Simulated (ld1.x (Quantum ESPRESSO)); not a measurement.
**An all-electron radial function and its pseudo partner (boron (B))**

Columns: radius, all-electron u(r) and pseudo u(r) of the 2s shell (level -11.73 eV) of boron in the configuration [He] 2s2 2p0.75; PW91, scalar-relativistic, RRKJ scheme, ld1.x (Quantum ESPRESSO) 7.5.

```
r (bohr)  all-electron   pseudo
   0.170        0.3136  -0.0364
   0.340        0.1719  -0.1056
   0.510       -0.0734  -0.2202
   0.680       -0.3046  -0.3656
   0.850       -0.4871  -0.5104
   1.020       -0.6169  -0.6261
   1.190       -0.6980  -0.7007
   1.360       -0.7383  -0.7384
   1.530       -0.7469  -0.7469
   1.700       -0.7324  -0.7324
   1.870       -0.7018  -0.7018
   2.040       -0.6607  -0.6607
   2.210       -0.6136  -0.6136
   2.380       -0.5636  -0.5636
   2.550       -0.5131  -0.5131
   2.720       -0.4636  -0.4636
   2.890       -0.4163  -0.4163
   3.060       -0.3720  -0.3720
   3.230       -0.3310  -0.3310
   3.400       -0.2935  -0.2935
   3.570       -0.2595  -0.2595
   3.740       -0.2290  -0.2290
   3.910       -0.2017  -0.2017
   4.080       -0.1774  -0.1774
   4.250       -0.1559  -0.1559
   4.420       -0.1369  -0.1369
```

Q: How many radial nodes do the two functions have?

A: The all-electron 2s function has n − l − 1 = 1; the pseudo-wave has 0, since the states of the same l below it are removed with the core.

Q: At about which radius was the pseudo-wave matched?

A: 1.45 bohr, where the columns begin to agree (steps of 0.17 bohr).

Q: Is the pseudo-wave norm-conserving?

A: Yes: the RRKJ scheme keeps the norm inside the radius equal to the all-electron one, which fixes the energy derivative of the logarithmic derivative at the level.
